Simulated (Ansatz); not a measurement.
H6Cl2Si3 (SMILES [SiH3][SiH2][SiH](Cl)Cl), singlet, geometry from GFN2-xTB; R2SCAN/6-31G* (Ansatz, a first-principles code).

Ansatz was given this input:
Ansatz 0.2 input:
```yaml
crystal:
  periodic: [false, false, false]
  atoms:
    - {symbol: Si, position_ang: [-2.70436472, -0.41043604, 0.25604952]}
    - {symbol: Si, position_ang: [-0.98066823, -0.37968603, -1.30737473]}
    - {symbol: Si, position_ang: [1.11855884, 0.11442225, -0.44763452]}
    - {symbol: Cl, position_ang: [1.05665349, 1.93297120, 0.46957990]}
    - {symbol: Cl, position_ang: [1.59270847, -1.24993739, 0.98967694]}
    - {symbol: H, position_ang: [-2.45183477, -1.39245104, 1.31357121]}
    - {symbol: H, position_ang: [-3.99711912, -0.75215180, -0.34476075]}
    - {symbol: H, position_ang: [-2.86582012, 0.89442591, 0.90236676]}
    - {symbol: H, position_ang: [-1.24060115, 0.58726464, -2.38640353]}
    - {symbol: H, position_ang: [-0.86272663, -1.66559903, -2.01407430]}
    - {symbol: H, position_ang: [2.30958631, 0.17673392, -1.29262928]}
basis:
  gaussian:
    orbitals: 6-31G*
hamiltonian:
  xc: r2scan
```

What does Ansatz print? Leave out banner, timings and long lists.


```
Functional definition: r2SCAN
1336 factors; their error is unknown
mean field evaluation 1: about -48771.5723 eV, gradient 1.5e1 eV
mean field evaluation 2: about -48772.1020 eV, gradient 1.0e1 eV
mean field evaluation 4: about -48772.3872 eV, gradient 9.3e-1 eV
mean field evaluation 8: about -48772.2699 eV, gradient 1.2e-1 eV
mean field -48772.26995396 eV, -1792.3478617762 hartree, gradient 6.4e-5 eV, S^2 0.000000; 0 other end points of the search recorded, 0 dependent functions left out
reference -48772.26996680 eV, -1792.3478622478 hartree; 41, 41 occupied and 66, 66 virtual orbitals, 1336 factors
Total energy: -48772.26996680 eV, -1792.3478622478 hartree
```
